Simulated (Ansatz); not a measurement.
Two isomers of CH6F2O2Si2: A = `CO[SiH](F)O[SiH2]F`, B = `C[SiH](O)[Si](O)(F)F`.

Gas-phase electronic energies from Ansatz, PBE0-D4/def2-TZVP geometries. CBS: MP2 limit from def2 TZ/QZ plus the TZ coupled-cluster correction, frozen cores. Functionals use def2-TZVPP. B3LYP here is the variant with VWN-RPA as its local correlation; programs differ in this. One conformer a species, not always the lowest.

Task: Which is lower in electronic energy at CCSD(T)/CBS, and by how much? (Best estimate.)

Result: Ansatz gave: A, by 10.3 kcal/mol.

Task: Give E(B) − E(A) in kcal/mol with ωB97M-V, HF/def2-TZVPP, r2SCAN-D4, B2PLYP, CCSD/def2-TZVPP, CCSD(T)/def2-TZVPP, B3LYP-D4. (Estimate.)

Result: The calculation gave: ωB97M-V 10.2, HF/def2-TZVPP 20.6, r2SCAN-D4 8.2, B2PLYP 11.7, CCSD/def2-TZVPP 12.3, CCSD(T)/def2-TZVPP 11.2, B3LYP-D4 10.7. None reverses the order clearly.

Largest T1 diagnostic: 0.012.

In def2-TZVPP, CCSD(T) changes the Hartree–Fock value by −9.4 kcal/mol (the triples alone add −1.2 kcal/mol) and MP2 by −9.6 kcal/mol. From PBE to PBE0 (25 % exact exchange), in def2-TZVPP and without D4, E(B) − E(A) moves by +2.5 kcal/mol.
